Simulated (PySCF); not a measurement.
TeFCl, SMILES F[Te]Cl. Coordinates come from a B3LYP-D3(BJ)/def2-TZVP optimisation. The def2 effective core potentials stand for the cores of Te; spin–orbit coupling is left out.

These are B3LYP-D3(BJ)/def2-TZVP (PySCF) values and carry that method's errors.

Harmonic wavenumbers (cm⁻¹): 164, 373, 608. Rotational constants (GHz): 9.032, 3.035, 2.271; symmetry number 1.

Question: Work out the zero-point energy and the ideal-gas rigid-rotor harmonic-oscillator thermochemistry at 298.15 K and 1 atm.

Answer: ZPE = ½ Σ hcν = ½ × 1144 cm⁻¹ = 1.64 kcal/mol. H − E(el) = 4.70 kcal/mol. Entropy in cal/(mol K): translation 41.50, rotation 26.05, vibration 4.01, total 71.56. G − E(el) = -16.63 kcal/mol. Cp = 12.38 cal/(mol K).
